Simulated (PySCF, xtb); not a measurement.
C4H4F2O2, SMILES FC(F)=C1COCO1.

GFN2-xTB (xtb 6.7.1) at its own geometry gives an orbital gap of 4.83 eV and a dipole moment of 2.84 D.

Geometry optimised at B3LYP-D3(BJ)/def2-SVP. This is a generated structure with no PubChem entry under its InChIKey; it may be hypothetical. Other conformers were not sampled.

Question: What does r2SCAN/def2-TZVP (PySCF) give? (Estimate from the structure and the level; the computed values follow.)

Answer: gap 5.53 eV (levels -5.44 and 0.09 eV), dipole 1.75 D.
